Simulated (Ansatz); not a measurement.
C₅H₁₃AlO, charge -1, doublet, geometry from GFN2-xTB (such geometries of metal compounds can be far from the true shape) (a state made from the parent by changing its charge; the spin is typed, not shown lowest) (a gas-phase anion, which may not be bound at this level); SVWN5/6-311++G** run with Ansatz (a first-principles code).

Here is a job for Ansatz.
Ansatz 0.2 input:
```yaml
crystal:
  periodic: [false, false, false]
  atoms:
    - {symbol: Al, position_ang: [0.58834511, 0.29931214, 1.32847606]}
    - {symbol: C, position_ang: [-1.02517154, -0.53612887, 2.43282293]}
    - {symbol: H, position_ang: [-0.95224957, -1.63137692, 2.51446985]}
    - {symbol: H, position_ang: [-2.04579449, -0.33387629, 2.07393030]}
    - {symbol: H, position_ang: [-0.99560265, -0.16286537, 3.46577667]}
    - {symbol: C, position_ang: [0.04423763, 2.35411300, 1.27003529]}
    - {symbol: H, position_ang: [0.75134853, 2.95558349, 0.67858421]}
    - {symbol: H, position_ang: [0.07968467, 2.77409540, 2.28465898]}
    - {symbol: H, position_ang: [-0.95433059, 2.60460067, 0.88058701]}
    - {symbol: O, position_ang: [0.61174092, -0.35267989, -0.27231583]}
    - {symbol: C, position_ang: [0.41434624, -0.78817735, -1.55729046]}
    - {symbol: C, position_ang: [0.18017906, 0.39365260, -2.50951960]}
    - {symbol: C, position_ang: [-0.77103888, -1.76123497, -1.63384764]}
    - {symbol: H, position_ang: [1.32169060, -1.32984403, -1.90455739]}
    - {symbol: H, position_ang: [-0.70685159, 0.93334132, -2.18757390]}
    - {symbol: H, position_ang: [0.05203781, 0.05361742, -3.53849734]}
    - {symbol: H, position_ang: [1.02781169, 1.07285313, -2.45669354]}
    - {symbol: H, position_ang: [-0.59609820, -2.59544404, -0.95865860]}
    - {symbol: H, position_ang: [-1.67068822, -1.24503144, -1.30832808]}
    - {symbol: H, position_ang: [-0.90868691, -2.13861870, -2.64856336]}
basis:
  gaussian:
    orbitals: 6-311++G__.json
hamiltonian:
  xc: {name: SVWN5}
total_charge: -1
magnetization: {spin_polarized: true, initial_magnetization: 1}
```
The basis file holds 6-311++G** in the JSON format of the Basis Set Exchange.

**Question.** What does Ansatz print? Leave out banner, timings and long lists.

**Answer.** 
```
Functional definition: SVWN5
1986 factors; their error is unknown
mean field evaluation 1: about -13918.7412 eV, gradient 8.2e1 eV
mean field evaluation 2: about -13747.4435 eV, gradient 1.7e2 eV
mean field evaluation 4: about -13948.5850 eV, gradient 2.3e1 eV
mean field evaluation 8: about -13950.5525 eV, gradient 2.3e-1 eV
mean field evaluation 16: about -13950.5056 eV, gradient 7.9e-4 eV
mean field evaluation 32: about -13950.2138 eV, gradient 5.1e0 eV
mean field -13950.50556603 eV, -512.6716235593 hartree, gradient 1.5e-5 eV, S^2 0.751321; 3 other end points of the search recorded, 0 dependent functions left out
reference -13950.50563380 eV, -512.6716260497 hartree; 33, 32 occupied and 221, 222 virtual orbitals, 1986 factors
Total energy: -13950.50563380 eV, -512.6716260497 hartree
```
